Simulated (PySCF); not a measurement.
Simulated C 1s region for `COCBN(C)C`, binding energy against the vacuum level.

Every computed line was given a Gaussian of 0.4 eV full width at half maximum and an area set by the number of equivalent atoms; the highest printed point is 100. The calculation used delta-SCF UKS SCAN, pcX-2 on the ionised atom, pcseg-1 elsewhere, spin-free X2C in PySCF.

binding energy (eV), intensity and a bar:
```
    290.6          0 
    290.7          1 
    290.8          4 #
    290.9         12 ####
    291.0         28 ########
    291.1         50 ###############
    291.2         74 ######################
    291.3         94 ############################
    291.4        100 ##############################
    291.5         85 ##########################
    291.6         58 #################
    291.7         36 ###########
    291.8         33 ##########
    291.9         40 ############
    292.0         42 #############
    292.1         32 ##########
    292.2         18 #####
    292.3          7 ##
    292.4          2 #
    292.5          0
```

Q: Count the maxima, the lines and the sites behind this envelope.

A: The curve has 2 maxima (at 291.4 and 292.0 eV). Under it lie 3 lines from 3 inequivalent carbon sites. At this width some lines have no maximum of their own.

Q: Decompose the envelope and assign each component. Numbering: `[CH3:1][O:2][CH2:3][BH:4][N:5]([CH3:6])[CH3:7]`.

A: 
| position (eV) | relative area | line | atoms | environment |
| --- | --- | --- | --- | --- |
| 291.17 | 1 | C 1s | C3 | sp3 carbon bound to oxygen |
| 291.43 | 2 | C 1s | C6/C7 | N-methyl carbon |
| 291.98 | 1 | C 1s | C1 | methoxy carbon |

Q: What are the centre and the root-mean-square width of the whole band?

A: The area-weighted mean of the lines is 291.50 eV. Their own spread about it is 0.29 eV (rms) and each Gaussian has σ = 0.4/2.355 = 0.17 eV; the variances add, which gives 0.34 eV.

Lowest listed C 1s: C3, bonded to O, 2 H and B. Highest, 0.81 eV above it: C1, bonded to O and 3 H. The widest gap between neighbouring values is 0.55 eV, between 291.43 and 291.98 eV. Summing the Pauling electronegativity differences to the bonded atoms, each weighted by its formal bond order, gives -0.32 for the lowest site and -0.16 for the highest; no listed site has a larger sum than the highest. The smallest sum, -0.56, belongs to C6/C7, 0.26 eV above the lowest.

No satellites, vibrations or lifetime broadening are included. One atom of each set of topologically equivalent atoms was ionised and stands for the set; in this conformer not all members are related by symmetry, and their own values weren't computed. Geometry: PBE0-D3(BJ)/def2-SVP, one conformer, isolated molecule.

Conformer computed: `[CH3:1][O:2][CH2:3][BH:4][N:5]([CH3:6])[CH3:7]`: C1–O2–C3–B4 -179°, O2–C3–B4–N5 0°, C3–B4–N5–C6 -179°.
